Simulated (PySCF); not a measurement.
# From computed data to an observable: entropy of an ideal gas

(S)-bromo-chloro-fluoromethane (CHBrClF), SMILES F[C@@H](Cl)Br.

Geometry: PBE-D3(BJ)/def2-SVP.

PBE-D3(BJ)/def2-SVP in PySCF gives the harmonic wavenumbers 213, 299, 415, 629, 736, 1111, 1156, 1277, 3062 cm⁻¹ and the rotational temperatures 0.3033, 0.0935, 0.0738 K. The molar mass is 147.37 g/mol, the symmetry number 1, the spin multiplicity 1.

Problem. Work out the entropy at 298.15 K and 1 atm in the rigid-rotor, harmonic-oscillator model.

Solution. 
Translation (Sackur–Tetrode at 1 atm): S = R[1.5 ln M + 2.5 ln T − 1.16487] = 171.0 J/(mol K).
Rotation: q = (√π/σ) T^1.5/√(θA θB θC) = 199000, S = R[ln q + 3/2] = 113.9 J/(mol K).
Vibration: with u = 1.4388 ν/T, each mode gives R[u/(e^u − 1) − ln(1 − e^−u)]:
```json
[
 {"ν (cm⁻¹)": "213", "modes": "1", "u": "1.03", "S (J/(mol K))": "8.44"},
 {"ν (cm⁻¹)": "299", "modes": "1", "u": "1.44", "S (J/(mol K))": "5.95"},
 {"ν (cm⁻¹)": "415", "modes": "1", "u": "2.00", "S (J/(mol K))": "3.80"},
 {"ν (cm⁻¹)": "629", "modes": "1", "u": "3.04", "S (J/(mol K))": "1.68"},
 {"ν (cm⁻¹)": "736", "modes": "1", "u": "3.55", "S (J/(mol K))": "1.11"},
 {"ν (cm⁻¹)": "1111", "modes": "1", "u": "5.36", "S (J/(mol K))": "0.25"},
 {"ν (cm⁻¹)": "1156", "modes": "1", "u": "5.58", "S (J/(mol K))": "0.21"},
 {"ν (cm⁻¹)": "1277", "modes": "1", "u": "6.16", "S (J/(mol K))": "0.13"}
]
```
The stiffer modes add less than 0.005 each. Sum 21.6 J/(mol K).
Spin: R ln 1 = 0.0 J/(mol K).
Total 306.5 J/(mol K); the program's own thermochemistry gives 306.5. Translation makes up 56 % and vibration 7 %. Anharmonicity, hindered rotation and orbital degeneracy are left out.
